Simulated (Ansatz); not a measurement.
CH5GeI⁺, that is GeH2MeI with one electron fewer. Charge 1, multiplicity 2. Geometry PBE0-D4/def2-SVP, that of the neutral singlet; atoms count from 1.

Cartesian coordinates in Å:
```
Ge 0.3803 0.7902 0.0260
H 1.8873 0.8115 0.3321
H -0.3497 1.8703 0.8420
C -0.4000 -0.9735 0.2662
H -0.2863 -1.2906 1.3142
H 0.1051 -1.6997 -0.3856
H -1.4687 -0.9490 0.0121
I 0.1321 1.4409 -2.4071
```

In the def2 sets I takes a core potential; there is no spin–orbit coupling.

**Question.** Estimate the Mulliken populations from the PBE0/def2-TZVP orbitals of Ansatz.

**Answer.** 
```json
{"atom": "Ge1", "charge (e)": "0.19", "spin (α − β)": "-0.04"}
{"atom": "H2", "charge (e)": "0.13", "spin (α − β)": "0.02"}
{"atom": "H3", "charge (e)": "0.13", "spin (α − β)": "0.02"}
{"atom": "C4", "charge (e)": "-0.45", "spin (α − β)": "0.09"}
{"atom": "H5", "charge (e)": "0.21", "spin (α − β)": "0.01"}
{"atom": "H6", "charge (e)": "0.19", "spin (α − β)": "0.00"}
{"atom": "H7", "charge (e)": "0.19", "spin (α − β)": "0.00"}
{"atom": "I8", "charge (e)": "0.40", "spin (α − β)": "0.91"}
```
Mulliken values depend strongly on the basis.

**Question.** Where does the spin sit?

**Answer.** Summed by element: Ge -0.04, H 0.04, C 0.09, I 0.91, of 1 unpaired in all. Largest on single atoms: I8 0.91, C4 0.09, Ge1 -0.04.

**Question.** And the Mayer bond orders between heavy atoms (over 0.3)?

**Answer.** Ge1–C4 0.91 (1.94 Å); Ge1–I8 0.84 (2.53 Å).
